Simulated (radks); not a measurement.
The numbers below are computed, except where a source is named.
Question: Isoelectronic series with 12 electrons, each ion in its NIST ground configuration. Code: a radial shooting solver on a logarithmic mesh with Libxc functionals. Model: non-relativistic Kohn-Sham, SCAN, spin-unpolarised, spherical densities, point nucleus; meta-GGA in the generalised Kohn-Sham scheme. Total energies (hartree) and orbital eigenvalues (hartree):

ion,configuration,E (hartree),3s,2p,2s,1s
Mg,[Ne] 3s2,-200.07462,-0.17712,-1.77103,-3.04250,-46.53860
Si2+,[Ne] 3s2,-288.48243,-1.05426,-4.37840,-6.03659,-66.67689
Ca8+,[Ne] 3s2,-655.44651,-6.55181,-18.44713,-21.28697,-151.3577
Ti10+,[Ne] 3s2,-811.59527,-9.29219,-25.16026,-28.39633,-187.6135
Cr12+,[Ne] 3s2,-984.64446,-12.48093,-32.87822,-36.51103,-227.8758
Fe14+,[Ne] 3s2,-1174.59025,-16.11672,-41.59957,-45.62924,-272.1428
Ni16+,[Ne] 3s2,-1381.43178,-20.19886,-51.32339,-55.75053,-320.4134
Zn18+,[Ne] 3s2,-1605.16610,-24.72685,-62.04904,-66.87347,-372.6865
Ge20+,[Ne] 3s2,-1845.79350,-29.70039,-73.77611,-78.99826,-428.9618
Se22+,[Ne] 3s2,-2103.31232,-35.11921,-86.50428,-92.12409,-489.2387
Kr24+,[Ne] 3s2,-2377.72213,-40.98316,-100.2333,-106.2508,-553.5169
Sr26+,[Ne] 3s2,-2669.02316,-47.29210,-114.9631,-121.3785,-621.7963
Zr28+,[Ne] 3s2,-2977.21379,-54.04593,-130.6935,-137.5064,-694.0765

Estimate the row of Ar6+ ([Ne] 3s2).

Answer: E (hartree) -516.20305; 3s -4.26174; 2p -12.74143; 2s -15.18560; 1s -119.1114.
